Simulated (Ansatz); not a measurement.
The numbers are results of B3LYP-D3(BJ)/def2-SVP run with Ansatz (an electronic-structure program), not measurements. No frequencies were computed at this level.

Ansatz 0.2 input:
```yaml
crystal:
  periodic: [false, false, false]
  atoms:
    - { symbol: C, position_ang: [3.366107, -0.44248, -0.216007] }
    - { symbol: O, position_ang: [1.981052, -0.393865, -0.368549] }
    - { symbol: Si, position_ang: [1.034676, 0.921637, -0.499416] }
    - { symbol: Si, position_ang: [-0.945635, -0.248955, -0.68624] }
    - { symbol: Si, position_ang: [-1.873579, -1.502605, 1.054079] }
    - { symbol: C, position_ang: [-2.259102, 1.164236, -0.980796] }
    - { symbol: F, position_ang: [-3.506007, 0.69723, -1.2024] }
    - { symbol: F, position_ang: [-1.967076, 1.958072, -2.034982] }
    - { symbol: F, position_ang: [-2.362414, 1.99545, 0.085258] }
    - { symbol: H, position_ang: [3.674183, -1.487886, -0.229961] }
    - { symbol: H, position_ang: [3.864653, 0.090923, -1.027626] }
    - { symbol: H, position_ang: [3.663705, 0.00963, 0.732201] }
    - { symbol: H, position_ang: [1.154136, 1.769439, 0.700307] }
    - { symbol: H, position_ang: [1.487032, 1.780814, -1.605891] }
    - { symbol: H, position_ang: [-1.101432, -0.935631, -1.98754] }
    - { symbol: H, position_ang: [-3.260358, -1.909295, 0.810554] }
    - { symbol: H, position_ang: [-1.091603, -2.723149, 1.276605] }
    - { symbol: H, position_ang: [-1.858349, -0.743576, 2.310325] }
basis:
  gaussian: { orbitals: def2-svp }
hamiltonian:
  xc: b3lyp
  dispersion: d3bj
relax:
  max_steps: 150
```

Output:

```
[...]
1902 factors; integrals over basis functions are off by at most 4.7e-4 eV
mean field evaluation 128: about -36036.4808 eV, gradient 1.1e-5 eV
mean field -36036.48083207 eV, -1324.3162441746 hartree, gradient 1.1e-5 eV, S^2 0.000000; 0 other end points of the search recorded, 0 dependent functions left out
reference -36036.48115773 eV, -1324.3162561422 hartree; 49, 49 occupied and 134, 134 virtual orbitals, 1902 factors
relax step  17: F+E_penalty+E_count = -36037.31226462 eV  Δ(F+E_penalty+E_count) = -1.901e-3 eV  max|allowed force component| = 9.066e-2 eV/Å  Δτ_max = 0.0263 Å  (30 SCF iters, accepted)
these checks for a lower state are left out or cut short: starts, cluster_reference, orbital_swaps, neighbouring_geometries, increment
1902 factors; integrals over basis functions are off by at most 4.7e-4 eV
mean field -36036.48142591 eV, -1324.3162659979 hartree, gradient 1.1e-5 eV, S^2 0.000000; 0 other end points of the search recorded, 0 dependent functions left out
reference -36036.48175158 eV, -1324.3162779660 hartree; 49, 49 occupied and 134, 134 virtual orbitals, 1902 factors
relax step  18: F+E_penalty+E_count = -36037.31300321 eV  Δ(F+E_penalty+E_count) = -7.386e-4 eV  max|allowed force component| = 5.113e-2 eV/Å  Δτ_max = 0.0128 Å  (29 SCF iters, accepted)
these checks for a lower state are left out or cut short: starts, cluster_reference, orbital_swaps, neighbouring_geometries, increment
1902 factors; integrals over basis functions are off by at most 4.8e-4 eV
mean field -36036.48213476 eV, -1324.3162920474 hartree, gradient 1.1e-5 eV, S^2 0.000000; 0 other end points of the search recorded, 0 dependent functions left out
reference -36036.48246030 eV, -1324.3163040108 hartree; 49, 49 occupied and 134, 134 virtual orbitals, 1902 factors
relax step  19: F+E_penalty+E_count = -36037.31297213 eV  Δ(F+E_penalty+E_count) = +3.107e-5 eV  max|allowed force component| = 8.596e-2 eV/Å  Δτ_max = 0.0169 Å  (30 SCF iters, rejected (line search))
these checks for a lower state are left out or cut short: starts, cluster_reference, orbital_swaps, neighbouring_geometries, increment
1902 factors; integrals over basis functions are off by at most 4.7e-4 eV
mean field -36036.48160934 eV, -1324.3162727388 hartree, gradient 1.1e-5 eV, S^2 0.000000; 0 other end points of the search recorded, 0 dependent functions left out
reference -36036.48193493 eV, -1324.3162847040 hartree; 49, 49 occupied and 134, 134 virtual orbitals, 1902 factors
relax step  20: F+E_penalty+E_count = -36037.31331714 eV  Δ(F+E_penalty+E_count) = -3.139e-4 eV  max|allowed force component| = 1.686e-2 eV/Å  Δτ_max = 0.0082 Å  (24 SCF iters, accepted)
these checks for a lower state are left out or cut short: starts, cluster_reference, orbital_swaps, neighbouring_geometries, increment
1902 factors; integrals over basis functions are off by at most 4.8e-4 eV
mean field -36036.48177656 eV, -1324.3162788839 hartree, gradient 1.1e-5 eV, S^2 0.000000; 0 other end points of the search recorded, 0 dependent functions left out
reference -36036.48210195 eV, -1324.3162908418 hartree; 49, 49 occupied and 134, 134 virtual orbitals, 1902 factors
relax step  21: F+E_penalty+E_count = -36037.31379567 eV  Δ(F+E_penalty+E_count) = -4.785e-4 eV  max|allowed force component| = 1.420e-2 eV/Å  Δτ_max = 0.0300 Å  (30 SCF iters, accepted)
these checks for a lower state are left out or cut short: starts, cluster_reference, orbital_swaps, neighbouring_geometries, increment
1902 factors; integrals over basis functions are off by at most 4.8e-4 eV
mean field evaluation 160: about -36036.4815 eV, gradient 1.4e-4 eV
mean field -36036.48146845 eV, -1324.3162675610 hartree, gradient 1.1e-5 eV, S^2 0.000000; 0 other end points of the search recorded, 0 dependent functions left out
reference -36036.48179343 eV, -1324.3162795039 hartree; 49, 49 occupied and 134, 134 virtual orbitals, 1902 factors
relax step  22: F+E_penalty+E_count = -36037.31429428 eV  Δ(F+E_penalty+E_count) = -4.986e-4 eV  max|allowed force component| = 5.118e-2 eV/Å  Δτ_max = 0.0767 Å  (28 SCF iters, accepted)
these checks for a lower state are left out or cut short: starts, cluster_reference, orbital_swaps, neighbouring_geometries, increment
1902 factors; integrals over basis functions are off by at most 4.8e-4 eV
mean field -36036.48134264 eV, -1324.3162629378 hartree, gradient 1.1e-5 eV, S^2 0.000000; 0 other end points of the search recorded, 0 dependent functions left out
reference -36036.48166756 eV, -1324.3162748781 hartree; 49, 49 occupied and 134, 134 virtual orbitals, 1902 factors
relax step  23: F+E_penalty+E_count = -36037.31449156 eV  Δ(F+E_penalty+E_count) = -1.973e-4 eV  max|allowed force component| = 4.080e-2 eV/Å  Δτ_max = 0.0189 Å  (29 SCF iters, accepted)
these checks for a lower state are left out or cut short: starts, cluster_reference, orbital_swaps, neighbouring_geometries, increment
1902 factors; integrals over basis functions are off by at most 4.9e-4 eV
mean field -36036.48073989 eV, -1324.3162407871 hartree, gradient 1.1e-5 eV, S^2 0.000000; 0 other end points of the search recorded, 0 dependent functions left out
reference -36036.48106478 eV, -1324.3162527266 hartree; 49, 49 occupied and 134, 134 virtual orbitals, 1902 factors
relax step  24: F+E_penalty+E_count = -36037.31476939 eV  Δ(F+E_penalty+E_count) = -2.778e-4 eV  max|allowed force component| = 3.140e-2 eV/Å  Δτ_max = 0.0350 Å  (30 SCF iters, accepted)
these checks for a lower state are left out or cut short: starts, cluster_reference, orbital_swaps, neighbouring_geometries, increment
1902 factors; integrals over basis functions are off by at most 4.9e-4 eV
mean field -36036.48077156 eV, -1324.3162419509 hartree, gradient 1.1e-5 eV, S^2 0.000000; 0 other end points of the search recorded, 0 dependent functions left out
reference -36036.48109661 eV, -1324.3162538963 hartree; 49, 49 occupied and 134, 134 virtual orbitals, 1902 factors
relax step  25: F+E_penalty+E_count = -36037.31493024 eV  Δ(F+E_penalty+E_count) = -1.608e-4 eV  max|allowed force component| = 3.242e-2 eV/Å  Δτ_max = 0.0256 Å  (30 SCF iters, accepted)
these checks for a lower state are left out or cut short: starts, cluster_reference, orbital_swaps, neighbouring_geometries, increment
1902 factors; integrals over basis functions are off by at most 5.0e-4 eV
mean field -36036.48046668 eV, -1324.3162307466 hartree, gradient 1.1e-5 eV, S^2 0.000000; 0 other end points of the search recorded, 0 dependent functions left out
reference -36036.48079181 eV, -1324.3162426950 hartree; 49, 49 occupied and 134, 134 virtual orbitals, 1902 factors
relax step  26: F+E_penalty+E_count = -36037.31510526 eV  Δ(F+E_penalty+E_count) = -1.750e-4 eV  max|allowed force component| = 2.710e-2 eV/Å  Δτ_max = 0.0359 Å  (30 SCF iters, accepted)
these checks for a lower state are left out or cut short: starts, cluster_reference, orbital_swaps, neighbouring_geometries, increment
1902 factors; integrals over basis functions are off by at most 5.1e-4 eV
mean field evaluation 192: about -36036.4493 eV, gradient 6.0e-3 eV
mean field -36036.48008607 eV, -1324.3162167595 hartree, gradient 1.1e-5 eV, S^2 0.000000; 0 other end points of the search recorded, 0 dependent functions left out
reference -36036.48041134 eV, -1324.3162287131 hartree; 49, 49 occupied and 134, 134 virtual orbitals, 1902 factors
relax step  27: F+E_penalty+E_count = -36037.31521588 eV  Δ(F+E_penalty+E_count) = -1.106e-4 eV  max|allowed force component| = 2.988e-2 eV/Å  Δτ_max = 0.0369 Å  (30 SCF iters, accepted)
these checks for a lower state are left out or cut short: starts, cluster_reference, orbital_swaps, neighbouring_geometries, increment
1902 factors; integrals over basis functions are off by at most 5.1e-4 eV
mean field -36036.48005914 eV, -1324.3162157698 hartree, gradient 1.2e-5 eV, S^2 0.000000; 0 other end points of the search recorded, 0 dependent functions left out
reference -36036.48038447 eV, -1324.3162277257 hartree; 49, 49 occupied and 134, 134 virtual orbitals, 1902 factors
relax step  28: F+E_penalty+E_count = -36037.31530188 eV  Δ(F+E_penalty+E_count) = -8.601e-5 eV  max|allowed force component| = 2.722e-2 eV/Å  Δτ_max = 0.0096 Å  (24 SCF iters, accepted)
these checks for a lower state are left out or cut short: starts, cluster_reference, orbital_swaps, neighbouring_geometries, increment
1902 factors; integrals over basis functions are off by at most 5.2e-4 eV
mean field -36036.48003660 eV, -1324.3162149416 hartree, gradient 2.7e-5 eV, S^2 0.000000; 0 other end points of the search recorded, 0 dependent functions left out
reference -36036.48036206 eV, -1324.3162269019 hartree; 49, 49 occupied and 134, 134 virtual orbitals, 1902 factors
relax step  29: F+E_penalty+E_count = -36037.31538716 eV  Δ(F+E_penalty+E_count) = -8.528e-5 eV  max|allowed force component| = 1.892e-2 eV/Å  Δτ_max = 0.0138 Å  (23 SCF iters, accepted)
these checks for a lower state are left out or cut short: starts, cluster_reference, orbital_swaps, neighbouring_geometries, increment
1902 factors; integrals over basis functions are off by at most 5.2e-4 eV
mean field -36036.47998932 eV, -1324.3162132041 hartree, gradient 1.1e-5 eV, S^2 0.000000; 0 other end points of the search recorded, 0 dependent functions left out
reference -36036.48031498 eV, -1324.3162251719 hartree; 49, 49 occupied and 134, 134 virtual orbitals, 1902 factors
relax step  30: F+E_penalty+E_count = -36037.31544203 eV  Δ(F+E_penalty+E_count) = -5.487e-5 eV  max|allowed force component| = 1.606e-2 eV/Å  Δτ_max = 0.0214 Å  (30 SCF iters, accepted)
these checks for a lower state are left out or cut short: starts, cluster_reference, orbital_swaps, neighbouring_geometries, increment
1902 factors; integrals over basis functions are off by at most 5.3e-4 eV
mean field -36036.47940811 eV, -1324.3161918450 hartree, gradient 1.1e-5 eV, S^2 0.000000; 0 other end points of the search recorded, 0 dependent functions left out
reference -36036.47973417 eV, -1324.3162038275 hartree; 49, 49 occupied and 134, 134 virtual orbitals, 1902 factors
relax step  31: F+E_penalty+E_count = -36037.31540126 eV  Δ(F+E_penalty+E_count) = +4.077e-5 eV  max|allowed force component| = 1.459e-2 eV/Å  Δτ_max = 0.0454 Å  (29 SCF iters, rejected (line search))
these checks for a lower state are left out or cut short: starts, cluster_reference, orbital_swaps, neighbouring_geometries, increment
1902 factors; integrals over basis functions are off by at most 5.3e-4 eV
mean field evaluation 224: about -36036.4460 eV, gradient 8.2e-1 eV
mean field -36036.47982532 eV, -1324.3162071771 hartree, gradient 1.1e-5 eV, S^2 0.000000; 0 other end points of the search recorded, 0 dependent functions left out
reference -36036.48015117 eV, -1324.3162191521 hartree; 49, 49 occupied and 134, 134 virtual orbitals, 1902 factors
relax step  32: F+E_penalty+E_count = -36037.31548842 eV  Δ(F+E_penalty+E_count) = -4.639e-5 eV  max|allowed force component| = 6.567e-3 eV/Å  Δτ_max = 0.0225 Å  (30 SCF iters, accepted)
these checks for a lower state are left out or cut short: starts, cluster_reference, orbital_swaps, neighbouring_geometries, increment
1902 factors; integrals over basis functions are off by at most 5.3e-4 eV
mean field -36036.47971911 eV, -1324.3162032740 hartree, gradient 9.9e-6 eV, S^2 0.000000; 0 other end points of the search recorded, 0 dependent functions left out
reference -36036.48004507 eV, -1324.3162152528 hartree; 49, 49 occupied and 134, 134 virtual orbitals, 1902 factors
relax step  33: F+E_penalty+E_count = -36037.31549897 eV  Δ(F+E_penalty+E_count) = -1.055e-5 eV  max|allowed force component| = 2.793e-3 eV/Å  Δτ_max = 0.0128 Å  (25 SCF iters, accepted)
1902 factors; integrals over basis functions are off by at most 5.3e-4 eV
mean field -36036.47971911 eV, -1324.3162032740 hartree, gradient 9.9e-6 eV, S^2 0.000000; 1 other end points of the search recorded, 0 dependent functions left out
reference -36036.48004507 eV, -1324.3162152528 hartree; 49, 49 occupied and 134, 134 virtual orbitals, 1902 factors
Total energy: -36037.31582493 eV, -1324.3469295963 hartree
Atom 0 at     3.149523    -0.430419     0.286855 Å, force     0.000798    -0.000246     0.000725 eV/Å
Atom 1 at     1.790231    -0.475801    -0.091129 Å, force    -0.000671     0.001764    -0.001128 eV/Å
Atom 2 at     0.988118     0.734014    -0.926733 Å, force     0.000695     0.002212    -0.001168 eV/Å
Atom 3 at    -1.192660    -0.121275    -1.017747 Å, force     0.000593     0.000042     0.001023 eV/Å
Atom 4 at    -1.425234    -1.599977     0.790202 Å, force    -0.000776    -0.000928    -0.000554 eV/Å
Atom 5 at    -2.412249     1.370115    -0.768835 Å, force    -0.000982     0.002256    -0.001410 eV/Å
Atom 6 at    -3.707124     1.017804    -0.898255 Å, force     0.001203     0.000720     0.001288 eV/Å
Atom 7 at    -2.180003     2.364080    -1.656691 Å, force    -0.000849    -0.001202     0.000187 eV/Å
Atom 8 at    -2.269402     1.905397     0.465797 Å, force     0.000560    -0.001281    -0.000756 eV/Å
Atom 9 at     3.391580    -1.352408     0.837250 Å, force    -0.000210     0.000589    -0.000654 eV/Å
Atom 10 at     3.817523    -0.367221    -0.592421 Å, force    -0.000174     0.000084     0.000695 eV/Å
Atom 11 at     3.363183     0.431847     0.945951 Å, force    -0.000471    -0.000820    -0.000421 eV/Å
Atom 12 at     1.022837     2.022126    -0.167535 Å, force     0.000386    -0.002592    -0.001340 eV/Å
Atom 13 at     1.610685     0.966126    -2.266102 Å, force    -0.000804    -0.000557     0.002793 eV/Å
Atom 14 at    -1.542641    -0.732858    -2.330846 Å, force     0.000668    -0.000122     0.001275 eV/Å
Atom 15 at    -2.852866    -1.996551     0.963564 Å, force    -0.000368    -0.000658    -0.000281 eV/Å
Atom 16 at    -0.602533    -2.814193     0.529537 Å, force    -0.000038     0.000163     0.000315 eV/Å
Atom 17 at    -0.948980    -0.920816     2.027060 Å, force     0.000438     0.000575    -0.000587 eV/Å
Dipole moment:     0.551997    -0.236763    -0.005704 e Å
```

Cost: around 7 core-minutes (rough).
